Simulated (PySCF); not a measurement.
## Gas-phase XPS of `FB(F)CS[SiH3]`, computed

Species: CH5BF2SSi.
Z-matrix (Å and degrees, PBE0-D3(BJ)/def2-SVP geometry), rows numbered from 1:
```
F 
B   1  1.3242
F   2  1.3173  1  116.89
C   2  1.5583  1  120.41  3   177.92
S   4  1.8479  2  103.69  1   -83.10
Si  5  2.1553  4  101.75  2    73.35
H   4  1.0994  2  114.37  1    36.84
H   4  1.0981  2  113.32  1   163.08
H   6  1.4934  5  108.80  4    41.94
H   6  1.4908  5  113.47  4   -80.11
H   6  1.4900  5  104.48  4   160.61
```

The calculation used delta-SCF UKS SCAN, pcX-2 on the ionised atom, pcseg-1 elsewhere, spin-free X2C in PySCF. Binding energies are ΔSCF values: E(core-ionised, relaxed orbitals) − E(ground state) at a fixed geometry, referred to the vacuum level.

Give the core binding energies atom by atom.

```tsv
atom(s)	bonded to	level	binding energy (eV)	2p1/2 (eV)	count
Si6	S and 3 H	Si 2p3/2	107.37	107.99	1
B2	2 F and C	B 1s	199.29	–	1
C4	S, 2 H and B	C 1s	291.48	–	1
F1/F3	B	F 1s	693.58	–	2
Si6	S and 3 H	Si 1s	1847.17	–	1
S5	C and Si	S 1s	2477.09	–	1
```

Which photon energy gives electrons from F 1s of F1/F3 a kinetic energy of 20 eV, and what is their de Broglie wavelength?

hν = 693.58 + 20 = 713.58 eV, recoil neglected; λ = 12.264 Å/√(E/eV) = 2.74 Å.

Express the binding energy of F 1s of F1/F3 in atomic units and per mole.

693.58 eV = 25.4886 Eh = 66920 kJ/mol.

One atom of each set of topologically equivalent atoms was ionised and stands for the set; in this conformer not all members are related by symmetry, and their own values weren't computed. Not every level is listed. Spin contamination (⟨S²⟩ against 0.75 for a pure doublet) is marked for B 1s of B2 (0.95), which makes this value less certain. 2p3/2 and 2p1/2 are the ΔSCF energy of one spin-free 2p hole plus the eigenvalues of a spin–orbit and ligand-field matrix of the shell. 2p1/2 minus 2p3/2 (ligand field included): Si 0.62 eV. Isolated species at its PBE0-D3(BJ)/def2-SVP geometry (one conformer only).
